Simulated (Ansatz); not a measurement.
`CCC[S][AlH2]` → Al• + 3 C• + 9 H• + S•  (atomization)

Calculated with Ansatz (gas phase, PBE0-D4/def2-TZVP geometries, no zero-point term in ΔE). CCSD(T)/CBS is the MP2 limit (def2-TZVPP, def2-QZVPP) plus CCSD(T) − MP2 in def2-TZVPP, frozen cores. This one scheme is used for every species, atoms too. DFT in def2-TZVPP. No spin–orbit coupling; open shells (•) take unrestricted orbitals. Spin–orbit coupling would lower the free atoms: a little for Al, C, S. Each species was taken in one conformer, which may not be the lowest.

```
       species  ωB97X-V energy (Eh)
`CCC[S][AlH2]`           -760.31696
           Al•           -242.31701
            C•            -37.84659
            H•             -0.50049
            S•           -398.04829
```

Work out ΔE.

ΔE = 9 × (-0.50049) + 3 × (-37.84659) + (-242.31701) + (-398.04829) − (-760.31696) = 1.90748 Eh = +51.91 eV. CCSD(T)/CBS gives +51.77 eV.

Largest T1 diagnostic among the species: 0.018.

From PBE to PBE0 (25 % exact exchange), in def2-TZVPP and without D4, ΔE moves by −0.41 eV: exact exchange takes away binding that semilocal exchange gives to molecules. In def2-TZVPP, CCSD(T) changes the Hartree–Fock value by +11.51 eV (the triples alone add +0.62 eV) and MP2 by +11.87 eV; breaking electron pairs costs correlation energy, which Hartree–Fock lacks.

For atomizations the MP2-based limit and the directly extrapolated one differ by several kJ/mol either way, and by 10 to 25 for some Ge, Se and Sn compounds, so smaller differences from it don't rank the levels.
